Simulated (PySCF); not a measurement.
## TcI2: fields on a plane

All numbers come from UB3LYP in PySCF with Tc def2-SVP with ECP28, I def2-SVP with ECP28; scalar-relativistic core potentials, no spin–orbit coupling; density-fitted integrals.

The sextet minimum has Tc–I 2.647 Å (×2); I–Tc–I 180.0°.

The plane holds Tc1 at (0.00, 0.00), I2 at (2.65, 0.00), I3 at (-2.65, 0.00) Å. Columns run from x = -4.65 to 4.95 Å, rows from y = 2.25 (top) to -1.95 Å, in steps of 0.3 Å. Other isomers or separated fragments may lie lower. Core electrons replaced by a potential are absent, the electrostatic potential uses the reduced nuclear charge, and values within about 0.7 Å of such atoms have no physical meaning.

Task: Give the spin density (e/Å³) (cut at ±0.5 e/Å³). Lower edges of the bins (e/Å³): '_' -0.015, '.' 0.036, ':' 0.088, '-' 0.139, '=' 0.191, '+' 0.242, '*' 0.294, '#' 0.345, '%' 0.397, '@' 0.448; top 0.50, each point printed twice.

Result: 
```
__________________________________________________________________
__________________________________________________________________
______________________________....________________________________
__________________________....::::....____________________________
__________________________::==++++==::____________________________
________________________..==@@@@@@@@==..__________________________
________________________::##@@@@@@@@##::__________________________
________________________::@@@@----@@@@::__________________________
________________________::@@@@----@@@@::__________________________
________________________::##@@@@@@@@##::__________________________
________________________..==@@@@@@@@==..__________________________
__________________________::==++++==::____________________________
__________________________....::::....____________________________
______________________________....________________________________
__________________________________________________________________
```

Task: Give the electron localisation function (set to 0 where the density is under 0.005 e/Å³). Every second row and column.

Result: 
```
0.00 0.00 0.26 0.37 0.30 0.13 0.07 0.10 0.09 0.08 0.08 0.21 0.36 0.34 0.16 0.00 0.00
0.00 0.35 0.64 0.74 0.67 0.41 0.22 0.23 0.21 0.22 0.28 0.56 0.73 0.71 0.51 0.19 0.00
0.20 0.61 0.81 0.69 0.71 0.69 0.25 0.31 0.40 0.23 0.45 0.75 0.66 0.77 0.77 0.39 0.00
0.29 0.74 0.44 0.69 0.44 0.65 0.20 0.80 0.81 0.46 0.52 0.26 0.75 0.30 0.76 0.53 0.12
0.31 0.75 0.29 0.53 0.79 0.55 0.20 0.81 0.01 0.58 0.52 0.24 0.06 0.63 0.70 0.56 0.13
0.25 0.70 0.71 0.26 0.30 0.72 0.22 0.56 0.68 0.29 0.50 0.58 0.24 0.42 0.79 0.47 0.10
0.13 0.49 0.77 0.82 0.78 0.57 0.25 0.25 0.27 0.24 0.37 0.72 0.80 0.82 0.66 0.30 0.00
0.00 0.21 0.46 0.57 0.49 0.26 0.15 0.18 0.16 0.17 0.18 0.38 0.56 0.54 0.34 0.00 0.00
```

Other spin states or occupations of the open shell can lie lower. No spin–orbit coupling is included, which matters more the heavier the element.
